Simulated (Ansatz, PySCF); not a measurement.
Reaction 2 R1 → P1 + P2, each structure at its B3LYP-D3(BJ)/def2-TZVP stationary point, reached from a drawn start (curvature not checked).
P1: F3NbO (SMILES [O]=[Nb]([F])([F])[F]), charge 0, multiplicity 1.
R1, F2NbO (SMILES [O]=[Nb]([F])[F]) (charge 0, multiplicity 2):
```xyz
4

Nb    -0.021     0.000    -0.147
O      1.667    -0.009     0.039
F     -0.814     1.701     0.047
F     -0.832    -1.692     0.061
```
P2, FNbO (SMILES [O]=[Nb][F]) (charge 0, multiplicity 3):
```
atom    x (Å)    y (Å)    z (Å)
----  -------  -------  -------
Nb     0.0648   0.0051  -0.6217
O      1.5068  -0.0062   0.2739
F     -1.5715   0.0011   0.3479
```

P less R. No zero-point or thermal terms; singlets are restricted closed shells; open shells are unrestricted; no spin–orbit coupling. The spin states of the d-block species are the ones drawn and need not be the lowest.

Cores are frozen in the correlated methods.

The values were computed with Ansatz (Gaussian basis) for Hartree–Fock, density functionals and correlated methods; PySCF for the D3/D4 terms. All values are computed, each at the level named. Elements past Kr take the def2 small-core potentials, without spin–orbit coupling.

Problem. One of these levels gives 2.04 kcal/mol for the reaction energy. Name it.
A. BLYP/def2-TZVPP
B. revPBE/def2-TZVPP
C. B2PLYP-D3(BJ)/def2-TZVPP
D. BHLYP-D3(BJ)/def2-TZVPP

Solution. B, revPBE/def2-TZVPP. The others give 4.41 (BLYP/def2-TZVPP), 6.14 (BHLYP-D3(BJ)/def2-TZVPP), 3.76 (B2PLYP-D3(BJ)/def2-TZVPP)

Ansatz is a first-principles code.
